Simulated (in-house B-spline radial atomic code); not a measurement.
The numbers below are computed, except where a source is named.
**What the choice of pseudopotential does to G0W0 on PBE0: Cu**

All numbers come from an all-electron radial atomic-structure program (B-spline basis), non-relativistic, configuration [Ar] 3d10 4s1, open shells at high spin. Semilocal Troullier-Martins pseudo-atoms, one channel per l, are made with PBE or LDA for several valence sets and radii, with or without a model core, and set against the all-electron atom. One channel fits only the lowest state of its l, so a second state of that l is approximate. All electrons give 4s up: PBE0 -5.367 eV, G0W0 -7.845 eV, 3d down: PBE0 -7.214 eV, G0W0 -10.246 eV. Potentials are made in the ion's own configuration unless the neutral atom is named, and a smooth local potential serves every l without a channel. Potentials that miss their own reference levels by more than 6 millihartree, or need radii over 3.5 bohr, are left out. Columns give pseudo minus all-electron, in eV; a dash marks a level in the core or of low weight.

```tsv
valence	made with	radii (bohr)	model core (bohr)	4s up PBE0	4s up G0W0	3d down PBE0	3d down G0W0
3d 4s	PBE	s 2.33 d 1.81	none	-0.26	-0.78	+0.65	+2.72
3d 4s	PBE	s 2.67 d 2.08	none	-0.27	-0.71	+0.71	+2.78
3d 4s	PBE	s 3.02 d 2.36	none	-0.28	-0.64	+0.79	+2.77
3d 4s	LDA	s 2.64 p 3.40 d 2.08	0.39	-0.26	-0.44	+0.85	+3.25
3p 3d 4s	PBE	s 1.86 p 0.50 d 1.45	none	-0.20	-0.58	+0.22	+1.14
3p 3d 4s	LDA	s 2.07 p 0.57 d 1.63	none	-0.14	-0.52	+0.14	+1.00
3p 3d 4s	PBE	s 1.86 p 0.50 d 1.45	0.34	-0.21	-0.59	+0.24	+1.16
3p 3d 4s	PBE	s 2.33 p 0.63 d 1.81	0.34	-0.24	-0.66	+0.30	+1.17
3p 3d 4s	LDA	s 2.64 p 0.72 d 2.08	0.34	-0.18	-0.65	+0.23	+1.06
3p 3d 4s	PBE	s 3.02 p 0.82 d 2.36	0.34	-0.31	-0.82	+0.48	+1.39
3s 3p 3d 4s	PBE	s 0.56 p 0.57 d 1.63	none	-0.07	-0.12	+0.03	+0.12
3s 3p 3d 4s	PBE	s 0.80 p 0.82 d 2.36	none	-0.15	-0.33	+0.18	+0.34
3s 3p 3d 4s	LDA	s 0.49 p 0.50 d 1.45	0.34	-0.01	-0.02	-0.11	-0.01
3s 3p 3d 4s	LDA	s 0.56 p 0.57 d 1.63	0.34	+0.03	+0.01	-0.12	-0.05
```

Problem. How does the G0W0 shift of 4s up, which all sets hold, depend on the valence set?

Solution. Mean size: 3s 3p 3d 4s: 0.12 eV; 3p 3d 4s: 0.63 eV; 3d 4s: 0.64 eV. A semicore state feels strong exchange with the other subshells of its n, so the gain is largest when that whole shell is in the valence. The means mix radii and the functional used in making the potentials.
